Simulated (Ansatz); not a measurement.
Program: Ansatz. Geometries: PBE0-D4/def2-TZVP. ΔE: electronic, gas phase. CCSD(T)/CBS adds triple-zeta CCSD(T) − MP2 to the extrapolated MP2 energy (def2 sets, frozen cores). DFT in def2-TZVPP. Each species was taken in one conformer, which may not be the lowest.

`[SiH3]NBS` + `CCC(C)C(C)C` → `CCBN[SiH3]` + `CC(C)C(C)S`  (formal exchange of groups at a B–S bond)

Task: Is it downhill or uphill in electronic energy at CCSD(T)/CBS, and by how much? (Estimate.)

Result: The calculation gave: Uphill: ΔE = +78.4 kJ/mol.

Task: What do these levels give: PBE-D4, r2SCAN, PBE0, SCS-MP2/def2-TZVPP, CCSD(T)/def2-TZVPP, MP2/def2-QZVPP? (Best estimate.)

Result: Computed: PBE-D4 78.2, r2SCAN 80.3, PBE0 78.2, SCS-MP2/def2-TZVPP 79.8, CCSD(T)/def2-TZVPP 81.2, MP2/def2-QZVPP 80.1 kJ/mol.

Largest T1 diagnostic among the species: 0.012.

In def2-TZVPP, CCSD(T) changes the Hartree–Fock value by +3.6 kJ/mol (the triples alone add +0.2 kJ/mol) and MP2 by +4.3 kJ/mol.
